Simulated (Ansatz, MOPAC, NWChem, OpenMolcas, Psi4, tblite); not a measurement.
**GeSiH6O (SMILES [OH][GeH2][SiH3]): methods side by side**

The runs start from one conformer, not always the lowest.

GeSiH6O, singlet, SMILES `[OH][GeH2][SiH3]`. Each level relaxes the structure for itself.

Quantity: the zero-point energy at each level's own minimum, in kJ/mol. The values are calculated.

```json
{"level": "MNDO", "kind": "semi-empirical", "program": "MOPAC", "value (kJ/mol)": "145.0"}
{"level": "PM3", "kind": "semi-empirical", "program": "MOPAC", "value (kJ/mol)": "129.4"}
{"level": "PM7", "kind": "semi-empirical", "program": "MOPAC", "value (kJ/mol)": "128.7"}
{"level": "GFN2-xTB", "kind": "semi-empirical", "program": "tblite", "value (kJ/mol)": "131.8"}
{"level": "HF/3-21G", "kind": "Hartree–Fock", "program": "OpenMolcas", "value (kJ/mol)": "146.8"}
{"level": "HF/6-31G* (spherical functions)", "kind": "Hartree–Fock", "program": "NWChem", "value (kJ/mol)": "150.9"}
{"level": "HF/6-31G* (Cartesian functions)", "kind": "Hartree–Fock", "program": "OpenMolcas", "value (kJ/mol)": "151.4"}
{"level": "PBE0-D4/def2-TZVP", "kind": "global hybrid", "program": "Ansatz", "value (kJ/mol)": "141.6"}
{"level": "wB97X-D/def2-SVP (density fitting)", "kind": "range-separated hybrid", "program": "Psi4", "value (kJ/mol)": "143.4"}
```

All-electron rows without a relativistic Hamiltonian named are non-relativistic. Harmonic and unscaled. The values span 128.7 to 151.4 kJ/mol.
